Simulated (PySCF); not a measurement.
# Dipole response of Ru²⁺ (ruthenium, charge +2)

[Kr] 4d6, high-spin 5D determinant. Computed with PySCF 2.14 in aug-cc-pVTZ-PP with ECP28MDF, with scalar relativity through the core potential. Coupled (time-dependent) response in atomic units; α is the mean over directions.

```csv
method,mean α (bohr³),"α xx, yy, zz",C₆ (like pair),S(−4)
TPSSh,8.383,"8.706, 8.706, 7.739",45.18,21.35
```

S(−4) is the Cauchy moment in α(ω) = α(0) + S(−4) ω² + …

Spin-orbit coupling is absent.

α(iu) at TPSSh:

```tsv
u (hartree)	α(iu) (bohr³)
0	8.383
0.0500	8.331
0.100	8.179
0.200	7.661
0.300	7.009
0.500	5.750
0.750	4.528
1.00	3.637
1.50	2.470
2.00	1.766
3.00	1.008
5.00	0.4368
```

A single London oscillator, α(iu) = α/(1 + u²/ω²), gives C₆ = (3/4) ω α². Matching the computed C₆ needs ω = 4 × 45.18 / (3 × 8.383²) = 0.857 hartree.

For an ion, C₆ is the dispersion term alone; charge-induced terms of lower order in 1/R come first.

The components differ because the open shell of this determinant is not spherical; for a pure term their mean is the scalar polarisability.

Energies and moments cover only the electrons outside the core potential.
